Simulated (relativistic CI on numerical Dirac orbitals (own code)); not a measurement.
# Mn⁵⁺: M2,3 absorption edge

Computed with this model: Dirac-Coulomb-Breit CI, KLI orbitals optimised for each configuration, model QED, valence Slater integrals scaled by 0.7, multiplet model of core-to-valence dipole absorption; configurations [Ar] 3d2 → [Ne] 3s2 3p5 3d3; 10 K; Lorentzian 1.2 eV and Gaussian 0.3 eV FWHM. Energies are those of the free ion, without screening or charge transfer. The branching ratio is the share of the lower-energy edge in the whole absorption, uncertain by about 0.02 where the edges overlap. S is read from ⟨S²⟩ = S(S + 1).

Field parameters in Wybourne normalisation: D4h B²₀ = −7Ds, B⁴₀ = 21(Dq − Dt), B⁴₄ = 21√(5/14) Dq. The field is a parameter set, without covalency.

free ion: ground-state S = 1.00, centroid 61.83 eV. Peaks (eV, height): 54.5 (15), 57.5 (60), 63.0 (100), 66.2 (62).

D4h, 10Dq = 17800, Ds = -1500, Dt = 290 cm⁻¹: ground-state S = 1.00, centroid 62.09 eV. Peaks (eV, height): 54.2 (8), 56.5 (17), 59.0 (56), 64.2 (100), 68.0 (27).

D4h, 10Dq = 17800, Ds = 430, Dt = 290 cm⁻¹: ground-state S = 1.00, centroid 62.07 eV. Peaks (eV, height): 56.2 (16), 58.8 (60), 64.2 (100), 68.0 (30).

D4h, 10Dq = 17800, Ds = 1710, Dt = 290 cm⁻¹: ground-state S = 1.00, centroid 62.12 eV. Peaks (eV, height): 52.8 (7), 56.5 (18), 59.0 (61), 64.2 (100), 68.0 (29).

D4h, 10Dq = 17800, Ds = 2360, Dt = 290 cm⁻¹: ground-state S = 1.00, centroid 62.14 eV. Peaks (eV, height): 52.8 (7), 59.0 (62), 64.5 (100), 68.0 (28).

D4h, 10Dq = 17800, Ds = 3000, Dt = 290 cm⁻¹: ground-state S = 1.00, centroid 62.16 eV. Peaks (eV, height): 52.8 (7), 59.0 (64), 63.0 (54), 64.5 (100), 68.0 (28).

Strongest unbroadened transitions for D4h, 10Dq = 17800, Ds = 2360, Dt = 290 cm⁻¹:

| Energy (eV) | Relative strength |
| --- | --- |
| 56.69 | 7.3 |
| 58.54 | 16.4 |
| 58.78 | 15.6 |
| 58.86 | 13.1 |
| 58.90 | 25.6 |
| 59.38 | 25.1 |
| 59.49 | 6.2 |
| 62.84 | 32.3 |
| 62.91 | 11.6 |
| 63.50 | 19.3 |
| 64.39 | 8.1 |
| 64.43 | 100.0 |
| 64.47 | 21.6 |
| 64.61 | 9.2 |
| 64.94 | 23.4 |
| 65.83 | 27.6 |
| 67.88 | 31.6 |
| 68.66 | 17.2 |
